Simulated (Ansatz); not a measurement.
C3H6BFO (`CB(O)/C=C/F`), charge 0, multiplicity 1.

Problem. Give a relaxed structure at PBE0-D4/def2-TZVP (Ansatz 0.2.0). (Best estimate.)

Solution. The calculation gave: 
```xyz
12

C     1.6505   -0.2267    0.6898
B     0.1938    0.2343    0.3204
O    -0.4132    1.2856    0.9486
C    -0.6220   -0.4900   -0.7830
C    -1.8486   -0.0972   -1.0930
F    -2.5852   -0.6903   -2.0337
H     2.1211    0.3520    1.4896
H     2.3000   -0.1712   -0.1906
H     1.6518   -1.2796    0.9919
H     0.1419    1.6897    1.6186
H    -0.2132   -1.3353   -1.3302
H    -2.3770    0.7288   -0.6285
```
Point group Cs.
This is one stationary point; other conformers may exist.
